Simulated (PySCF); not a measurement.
Below is a simulated gas-phase Si 2p photoelectron spectrum of Si(CCH)Cl3, `C#C[Si](Cl)(Cl)Cl`.

Every computed line was given a Gaussian of 1.0 eV full width at half maximum and an area set by the number of equivalent atoms (split 2:1 within a doublet); the highest printed point is 100. Theory: delta-SCF UKS SCAN, pcX-2 on the ionised atom, pcseg-1 elsewhere, spin-free X2C in PySCF.

(binding energy (eV), intensity): (108.3, 0), (108.4, 1), (108.5, 1), (108.6, 2), (108.7, 4), (108.8, 7), (108.9, 12), (109.0, 18), (109.1, 27), (109.2, 38), (109.3, 50), (109.4, 63), (109.5, 76), (109.6, 87), (109.7, 95), (109.8, 99), (109.9, 100), (110.0, 97), (110.1, 92), (110.2, 85), (110.3, 76), (110.4, 66), (110.5, 56), (110.6, 46), (110.7, 37), (110.8, 28), (110.9, 21), (111.0, 15), (111.1, 10), (111.2, 6), (111.3, 4), (111.4, 2), (111.5, 1), (111.6, 1), (111.7, 0), (111.8, 0)

**Question.** How many maxima does the curve show, and how many computed lines lie under it?

**Answer.** The curve has 1 maximum (at 109.9 eV). Under it lie 2 lines from 1 inequivalent silicon site, drawn as a 2p3/2, 2p1/2 pair. At this width some lines have no maximum of their own.

**Question.** Decompose the envelope and assign each component. Bonds: Si1–C2, Si1–Cl5, Si1–Cl6, Si1–Cl7, C2–C3. Hydrogens: H4 on C3.

**Answer.** 
```csv
position (eV),relative area,line,atoms,environment
109.74,0.67,Si 2p3/2,Si1,silicon bonded to C and 3 Cl
110.37,0.33,Si 2p1/2,Si1,silicon bonded to C and 3 Cl
```

**Question.** What are the centre and the root-mean-square width of the whole band?

**Answer.** The area-weighted mean of the lines is 109.95 eV. Their own spread about it is 0.30 eV (rms) and each Gaussian has σ = 1.0/2.355 = 0.42 eV; the variances add, which gives 0.52 eV.

No satellites, vibrations or lifetime broadening are included. Spin–orbit and ligand-field terms were added within each 2p shell after the spin-free SCF. 2p1/2 minus 2p3/2 (ligand field included): Si 0.63 eV. Geometry: PBE0-D3(BJ)/def2-SVP; no solvent, vibrations or thermal averaging.
